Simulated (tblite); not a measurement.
Record of a relaxation.

Species: C₇H₇O (doublet state).
Atom-mapped SMILES: `[CH2:1]=[CH:2][C:3]1=[CH:4][CH:5][CH2:6][C:7]1=[O:8]` (hydrogens: H9, H10 on C1; H11 on C2; H12 on C4; H13 on C5; H14, H15 on C6)
Bond orders are those of one Lewis drawing.

Computed with GFN2-xTB (tblite), gas phase: L-BFGS steps from a force-field or distance-geometry start until the largest atomic force falls under 0.01 eV/Å. 12 of its 31 geometries are shown.

Step 0: E = -612.8265 eV, largest atomic force 4.325 eV/Å
```
atom  x, y, z in Å  |  force x, y, z in eV/Å
C1      2.697    0.273    0.207   -0.385   0.184   0.220
C2      1.711   -0.300   -0.515    0.445   0.171   0.425
C3      0.311   -0.194   -0.268    0.423   1.437   1.614
C4     -0.671   -0.764   -0.995   -4.138  -0.984  -0.783
C5     -1.989   -0.472   -0.503    1.982  -0.706  -1.207
C6     -1.914    0.427    0.674    0.672  -0.687  -0.849
C7     -0.410    0.582    0.786    1.994   1.013   1.419
O8      0.142    1.258    1.657   -0.549  -0.536  -0.728
H9      3.736    0.121   -0.052   -0.183   0.040   0.055
H10     2.482    0.911    1.069    0.052  -0.342  -0.458
H11     2.008   -0.929   -1.350   -0.224   0.028  -0.015
H12    -0.510   -1.414   -1.842   -0.070   0.043  -0.014
H13    -2.904   -0.842   -0.942    0.201   0.066   0.085
H14    -2.374    1.393    0.478   -0.139   0.024   0.223
H15    -2.318   -0.042    1.572   -0.081   0.248   0.014
```

Step 3: E = -613.1471 eV, largest atomic force 0.629 eV/Å
```
atom  x, y, z in Å  |  force x, y, z in eV/Å
C1      2.695    0.278    0.212   -0.333  -0.092  -0.113
C2      1.706   -0.298   -0.504   -0.137   0.050   0.155
C3      0.300   -0.172   -0.248    0.031   0.030  -0.039
C4     -0.729   -0.783   -1.006   -0.149  -0.080   0.011
C5     -1.970   -0.489   -0.531    0.439   0.026  -0.030
C6     -1.887    0.409    0.650    0.240  -0.038  -0.076
C7     -0.371    0.592    0.803    0.309   0.330   0.437
O8      0.147    1.270    1.672   -0.003  -0.029  -0.039
H9      3.728    0.123   -0.049   -0.028   0.013   0.014
H10     2.482    0.904    1.059   -0.045   0.023   0.027
H11     1.997   -0.926   -1.348   -0.260   0.101   0.118
H12    -0.515   -1.416   -1.846   -0.075  -0.085  -0.142
H13    -2.893   -0.839   -0.938   -0.233  -0.092  -0.104
H14    -2.374    1.384    0.486    0.126  -0.312   0.075
H15    -2.318   -0.031    1.564    0.117   0.158  -0.294
```

Step 5: E = -613.1770 eV, largest atomic force 0.250 eV/Å
```
atom  x, y, z in Å  |  force x, y, z in eV/Å
C1      2.683    0.276    0.211   -0.074   0.017   0.040
C2      1.691   -0.298   -0.497    0.075   0.012  -0.012
C3      0.295   -0.168   -0.249    0.058   0.044   0.119
C4     -0.728   -0.792   -1.010   -0.033   0.078   0.084
C5     -1.964   -0.491   -0.537    0.185  -0.024  -0.023
C6     -1.866    0.405    0.642    0.074   0.061   0.073
C7     -0.353    0.603    0.818   -0.133  -0.102  -0.186
O8      0.156    1.281    1.686    0.124   0.048   0.073
H9      3.721    0.125   -0.047   -0.146  -0.005  -0.001
H10     2.479    0.904    1.059   -0.063   0.028   0.034
H11     1.979   -0.920   -1.340   -0.190  -0.015  -0.008
H12    -0.522   -1.420   -1.855    0.004  -0.086  -0.115
H13    -2.897   -0.841   -0.940   -0.014   0.007   0.008
H14    -2.367    1.365    0.491    0.067  -0.001  -0.058
H15    -2.311   -0.021    1.546    0.068  -0.061  -0.028
```

Step 8: E = -613.1851 eV, largest atomic force 0.140 eV/Å
```
atom  x, y, z in Å  |  force x, y, z in eV/Å
C1      2.675    0.279    0.216   -0.002   0.018   0.023
C2      1.688   -0.296   -0.495   -0.048   0.001   0.003
C3      0.298   -0.166   -0.242   -0.056  -0.065  -0.087
C4     -0.722   -0.793   -1.011    0.045  -0.018  -0.031
C5     -1.955   -0.492   -0.538   -0.041   0.007   0.011
C6     -1.855    0.406    0.642   -0.059  -0.032  -0.047
C7     -0.351    0.605    0.817    0.102   0.045   0.085
O8      0.165    1.282    1.687   -0.015  -0.059  -0.086
H9      3.707    0.125   -0.046    0.017   0.004   0.003
H10     2.470    0.907    1.063   -0.074   0.025   0.038
H11     1.955   -0.921   -1.341   -0.052  -0.026  -0.030
H12    -0.524   -1.426   -1.862    0.025   0.049   0.069
H13    -2.895   -0.839   -0.938    0.100   0.039   0.044
H14    -2.359    1.361    0.486    0.021   0.070  -0.043
H15    -2.302   -0.025    1.540    0.037  -0.058   0.050
```

Step 11: E = -613.1878 eV, largest atomic force 0.052 eV/Å
```
atom  x, y, z in Å  |  force x, y, z in eV/Å
C1      2.670    0.281    0.219   -0.026  -0.014  -0.023
C2      1.686   -0.296   -0.495    0.003  -0.007   0.001
C3      0.296   -0.168   -0.243    0.000   0.012  -0.001
C4     -0.720   -0.793   -1.012   -0.032  -0.003   0.005
C5     -1.951   -0.492   -0.537   -0.013   0.014   0.006
C6     -1.855    0.406    0.642    0.022   0.014   0.019
C7     -0.348    0.604    0.817   -0.010  -0.027  -0.016
O8      0.171    1.280    1.684    0.024   0.010   0.005
H9      3.702    0.126   -0.045    0.008   0.025   0.031
H10     2.460    0.910    1.067   -0.045  -0.018  -0.019
H11     1.942   -0.923   -1.343    0.023   0.002   0.001
H12    -0.521   -1.425   -1.861    0.031   0.000   0.002
H13    -2.889   -0.836   -0.934   -0.023  -0.011  -0.015
H14    -2.353    1.365    0.481    0.016  -0.006   0.006
H15    -2.295   -0.032    1.541    0.020   0.009  -0.003
```

Step 14: E = -613.1888 eV, largest atomic force 0.045 eV/Å
```
atom  x, y, z in Å  |  force x, y, z in eV/Å
C1      2.666    0.281    0.218   -0.002   0.005   0.014
C2      1.683   -0.298   -0.496    0.028  -0.003  -0.022
C3      0.295   -0.168   -0.246    0.028  -0.007   0.029
C4     -0.723   -0.794   -1.012    0.033   0.012  -0.003
C5     -1.953   -0.490   -0.536    0.003  -0.022  -0.016
C6     -1.852    0.407    0.643    0.002  -0.007  -0.006
C7     -0.345    0.602    0.817   -0.007   0.026  -0.022
O8      0.176    1.279    1.682    0.013  -0.006   0.007
H9      3.702    0.131   -0.039   -0.036   0.016   0.021
H10     2.448    0.907    1.065   -0.027  -0.009  -0.012
H11     1.942   -0.924   -1.344    0.019  -0.018  -0.021
H12    -0.515   -1.424   -1.859   -0.019  -0.014  -0.015
H13    -2.889   -0.836   -0.935   -0.033   0.006   0.004
H14    -2.348    1.367    0.480    0.006   0.004   0.028
H15    -2.289   -0.033    1.542   -0.007   0.018   0.014
```

Step 16: E = -613.1894 eV, largest atomic force 0.039 eV/Å
```
atom  x, y, z in Å  |  force x, y, z in eV/Å
C1      2.662    0.281    0.218   -0.006   0.004   0.012
C2      1.683   -0.300   -0.499    0.008  -0.005  -0.017
C3      0.295   -0.169   -0.246    0.009  -0.027  -0.020
C4     -0.723   -0.794   -1.012    0.025  -0.006  -0.016
C5     -1.954   -0.490   -0.537    0.012  -0.017  -0.007
C6     -1.850    0.408    0.644   -0.015  -0.017  -0.024
C7     -0.344    0.602    0.816    0.029   0.023   0.009
O8      0.181    1.278    1.680   -0.016  -0.008  -0.004
H9      3.699    0.136   -0.033    0.005   0.005   0.004
H10     2.435    0.905    1.063   -0.023   0.017   0.022
H11     1.942   -0.926   -1.347    0.019  -0.017  -0.020
H12    -0.512   -1.424   -1.859   -0.039  -0.001   0.001
H13    -2.892   -0.836   -0.935    0.013   0.023   0.023
H14    -2.344    1.368    0.482   -0.008   0.008   0.027
H15    -2.284   -0.032    1.544   -0.012   0.018   0.011
```

Step 19: E = -613.1902 eV, largest atomic force 0.040 eV/Å
```
atom  x, y, z in Å  |  force x, y, z in eV/Å
C1      2.658    0.281    0.219    0.000   0.005   0.003
C2      1.685   -0.303   -0.504    0.001  -0.003   0.008
C3      0.297   -0.172   -0.248   -0.003   0.005  -0.025
C4     -0.722   -0.794   -1.013   -0.025  -0.016  -0.001
C5     -1.953   -0.491   -0.537    0.010   0.024   0.024
C6     -1.848    0.407    0.643    0.022   0.017   0.017
C7     -0.340    0.603    0.813   -0.003  -0.039  -0.007
O8      0.184    1.277    1.679   -0.012   0.002  -0.009
H9      3.696    0.142   -0.025    0.009   0.006   0.006
H10     2.420    0.905    1.062   -0.005   0.003   0.005
H11     1.947   -0.929   -1.351    0.012   0.009   0.010
H12    -0.513   -1.425   -1.860   -0.028  -0.014  -0.020
H13    -2.894   -0.833   -0.933    0.024   0.009   0.009
H14    -2.341    1.370    0.487   -0.006  -0.010  -0.004
H15    -2.282   -0.028    1.546    0.004   0.002  -0.016
```

Step 22: E = -613.1907 eV, largest atomic force 0.028 eV/Å
```
atom  x, y, z in Å  |  force x, y, z in eV/Å
C1      2.655    0.282    0.221    0.003   0.004   0.001
C2      1.687   -0.306   -0.506    0.001   0.007   0.010
C3      0.298   -0.174   -0.252    0.000  -0.001   0.010
C4     -0.723   -0.796   -1.015   -0.001   0.002   0.000
C5     -1.951   -0.489   -0.536   -0.008   0.002  -0.006
C6     -1.844    0.408    0.644   -0.001   0.000   0.004
C7     -0.337    0.600    0.811   -0.005   0.004  -0.009
O8      0.185    1.276    1.677    0.025  -0.007  -0.008
H9      3.696    0.147   -0.019   -0.008   0.007   0.012
H10     2.409    0.905    1.063    0.010  -0.006  -0.009
H11     1.952   -0.931   -1.353    0.010   0.013   0.016
H12    -0.519   -1.428   -1.863   -0.026  -0.007  -0.007
H13    -2.892   -0.829   -0.930   -0.015  -0.004  -0.003
H14    -2.339    1.370    0.490    0.009   0.002  -0.015
H15    -2.279   -0.026    1.546    0.007  -0.016   0.005
```

Step 25: E = -613.1910 eV, largest atomic force 0.033 eV/Å
```
atom  x, y, z in Å  |  force x, y, z in eV/Å
C1      2.653    0.283    0.222   -0.003   0.003   0.007
C2      1.688   -0.306   -0.506   -0.006   0.001  -0.004
C3      0.299   -0.176   -0.255   -0.008  -0.016  -0.007
C4     -0.725   -0.798   -1.016   -0.001   0.003  -0.008
C5     -1.952   -0.488   -0.535   -0.011  -0.016  -0.010
C6     -1.842    0.409    0.645   -0.015  -0.014  -0.018
C7     -0.336    0.598    0.809    0.017   0.018   0.010
O8      0.190    1.274    1.674    0.013  -0.006  -0.006
H9      3.694    0.152   -0.013    0.015  -0.002  -0.005
H10     2.403    0.904    1.063    0.005   0.021   0.025
H11     1.956   -0.930   -1.352    0.007  -0.006  -0.007
H12    -0.527   -1.431   -1.865   -0.010   0.010   0.015
H13    -2.893   -0.828   -0.928   -0.011   0.002   0.001
H14    -2.336    1.371    0.489    0.005   0.006   0.001
H15    -2.276   -0.027    1.547    0.004  -0.002   0.004
```

Step 27: E = -613.1911 eV, largest atomic force 0.021 eV/Å
```
atom  x, y, z in Å  |  force x, y, z in eV/Å
C1      2.652    0.284    0.223   -0.003   0.004   0.008
C2      1.688   -0.306   -0.506    0.002  -0.001  -0.001
C3      0.299   -0.178   -0.256   -0.001  -0.002  -0.007
C4     -0.726   -0.798   -1.017   -0.010   0.000  -0.001
C5     -1.952   -0.488   -0.535   -0.007  -0.004   0.004
C6     -1.842    0.409    0.644    0.005   0.001  -0.002
C7     -0.335    0.598    0.808    0.003  -0.008  -0.001
O8      0.193    1.273    1.672    0.000   0.000  -0.003
H9      3.695    0.154   -0.011    0.000  -0.003  -0.005
H10     2.401    0.905    1.064    0.006   0.013   0.015
H11     1.959   -0.930   -1.351    0.000  -0.005  -0.006
H12    -0.531   -1.432   -1.866    0.007   0.002   0.002
H13    -2.895   -0.827   -0.928   -0.008   0.000  -0.002
H14    -2.335    1.371    0.489    0.002  -0.002   0.005
H15    -2.275   -0.028    1.548    0.004   0.006  -0.006
```

Step 30: E = -613.1912 eV, largest atomic force 0.009 eV/Å
```
atom  x, y, z in Å  |  force x, y, z in eV/Å
C1      2.652    0.285    0.224   -0.002   0.000   0.000
C2      1.688   -0.306   -0.506    0.000   0.001   0.003
C3      0.298   -0.179   -0.256    0.001   0.001  -0.001
C4     -0.727   -0.798   -1.017    0.001  -0.002   0.000
C5     -1.953   -0.488   -0.535    0.001   0.002  -0.001
C6     -1.842    0.409    0.644    0.002   0.001   0.002
C7     -0.334    0.597    0.808   -0.002  -0.004  -0.005
O8      0.194    1.272    1.671   -0.001  -0.002  -0.003
H9      3.694    0.154   -0.011   -0.009   0.001   0.001
H10     2.402    0.907    1.066    0.005  -0.002  -0.004
H11     1.960   -0.930   -1.352    0.001   0.004   0.005
H12    -0.532   -1.432   -1.866    0.005  -0.002  -0.004
H13    -2.896   -0.827   -0.928   -0.002   0.001   0.002
H14    -2.334    1.371    0.489    0.002   0.001   0.003
H15    -2.274   -0.028    1.547    0.001   0.002   0.003
```

Task: Summarise the path.

Result: The energy falls by 35.19 kJ/mol from step 0 to step 30; nine tenths of that is first reached at step 4. It falls at every step. The largest force goes from 4.325 to 0.009 eV/Å. Among the bonds C4–C5 changes most, from 1.437 to 1.354 Å; the atoms move by 0.056 Å rms after alignment.

Task: Follow the three bonds and two angles with the largest change from start to end.

Result: 
```csv
step,E above end (kJ/mol),largest force (eV/Å),C4–C5 (Å),C3=C4 (Å),C3–C7 (Å),C3–C7–C6 (°),H14–C6–H15 (°)
0,35.19,4.325,1.437,1.347,1.495,111.9,111.9
1,12.91,2.810,1.356,1.428,1.479,109.8,110.0
3,4.26,0.629,1.362,1.417,1.463,108.6,107.7
4,2.35,0.364,1.357,1.412,1.467,107.2,106.6
5,1.37,0.250,1.357,1.420,1.467,106.5,105.6
7,0.82,0.130,1.354,1.423,1.463,106.5,105.6
8,0.58,0.140,1.354,1.423,1.462,106.6,106.0
9,0.43,0.100,1.354,1.421,1.461,106.6,106.4
10,0.36,0.054,1.354,1.420,1.461,106.5,106.7
12,0.30,0.054,1.353,1.419,1.461,106.4,106.9
13,0.27,0.052,1.353,1.419,1.461,106.4,107.1
14,0.23,0.045,1.353,1.419,1.460,106.4,107.2
16,0.17,0.039,1.354,1.419,1.459,106.4,107.2
17,0.14,0.044,1.354,1.419,1.460,106.4,107.2
18,0.12,0.041,1.354,1.419,1.460,106.4,107.0
20,0.08,0.042,1.354,1.418,1.461,106.4,106.7
21,0.06,0.033,1.354,1.418,1.461,106.4,106.6
22,0.05,0.028,1.354,1.419,1.461,106.4,106.6
23,0.04,0.028,1.354,1.419,1.461,106.5,106.7
25,0.02,0.033,1.354,1.419,1.461,106.5,106.8
26,0.01,0.032,1.354,1.419,1.461,106.5,106.9
27,0.01,0.021,1.354,1.419,1.461,106.5,106.9
29,0.00,0.012,1.354,1.419,1.461,106.4,106.9
30,0.00,0.009,1.354,1.419,1.461,106.5,106.9
```

What follows is the cost of the whole relaxation. On one thread, Arm Neoverse V2 (aarch64) (shared host), this took 0.13 s.
